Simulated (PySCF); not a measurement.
CH₆OSeSi, SMILES O([SiH2][SeH])C. Atoms are numbered in the order given.

```xyz
10

Si    -0.6818     0.2496    -0.9204
Se     1.2086     0.5161     0.3691
O     -1.9190    -0.5160    -0.1204
C     -1.8359    -1.7954     0.4672
H     -1.1773     1.6082    -1.2368
H     -0.2899    -0.5155    -2.1388
H      1.7607    -0.7941    -0.0265
H     -1.0401    -1.8380     1.2331
H     -2.7975    -2.0211     0.9527
H     -1.6363    -2.5816    -0.2855
```

Geometry: B3LYP-D3(BJ)/def2-SVP. The structure was generated by enumeration, and PubChem lists no compound with its InChIKey, so it may never have been made. One conformer was computed; it need not be the lowest.

The numbers are results of PBE/pcSseg-1 (PySCF), not measurements.

GIAO shieldings, no solvent; atoms listed in one row are averaged. δ = σ(ref) − σ: ²⁹Si against TMS (σ = 335.4 ppm); ⁷⁷Se against Me2Se (σ = 1634.8 ppm); ¹⁷O against H2O (σ = 334.3 ppm); ¹³C against TMS (σ = 182.0 ppm); ¹H against TMS (σ = 31.49 ppm), references at their B3LYP-D3(BJ)/def2-TZVP geometries, non-relativistic.

Computed chemical shifts:
| nucleus | atoms | count | δ (ppm) |
|---|---|---|---|
| ²⁹Si | Si1 | 1 | -8.2 |
| ⁷⁷Se | Se2 | 1 | -387.7 |
| ¹⁷O | O3 | 1 | 48.9 |
| ¹³C | C4 | 1 | 55.7 |
| ¹H | H6 | 1 | 6.18 |
| ¹H | H5 | 1 | 5.80 |
| ¹H | H8, H9, H10 | 3 | 3.98 |
| ¹H | H7 | 1 | 1.15 |
